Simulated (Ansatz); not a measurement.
`C=[C](F)[AlH][OH]` and `C=C(F)[SiH2]Cl` differ in one atom or group.

Ansatz, PBE0-D4/def2-TZVP geometries, multiplicity 1. Each molecule was computed in one conformer, which needn't be the lowest.

```csv
property,`C=[C](F)[AlH][OH]`
HOMO–LUMO gap (PBE0/def2-TZVPP) / eV,6.35
HOMO energy (PBE0/def2-TZVPP) / eV,-7.64
size of the dipole moment (PBE/def2-TZVPP) / D,1.73
HOMO–LUMO gap (ωB97M-V/def2-TZVPP) / eV,10.34
HOMO energy (ωB97M-V/def2-TZVPP) / eV,-9.88
size of the dipole moment (ωB97M-V/def2-TZVPP) / D,1.90
```

Q: What does the change do to each property? (An estimate is asked.)

A: Computed: 
| property | `C=C(F)[SiH2]Cl` | shift |
| --- | --- | --- |
| HOMO–LUMO gap (PBE0/def2-TZVPP) / eV | 7.19 | 0.84 |
| HOMO energy (PBE0/def2-TZVPP) / eV | -8.11 | -0.47 |
| size of the dipole moment (PBE/def2-TZVPP) / D | 1.87 | 0.14 |
| HOMO–LUMO gap (ωB97M-V/def2-TZVPP) / eV | 11.50 | 1.16 |
| HOMO energy (ωB97M-V/def2-TZVPP) / eV | -10.35 | -0.47 |
| size of the dipole moment (ωB97M-V/def2-TZVPP) / D | 2.03 | 0.13 |

With PBE0 the HOMO falls by 0.47 eV and the LUMO rises by 0.38 eV, so the gap widens by about 0.85 eV. PBE moves the HOMO by -0.45 eV and ωB97M-V by -0.47 eV. Dipoles are sizes alone; their direction can turn.
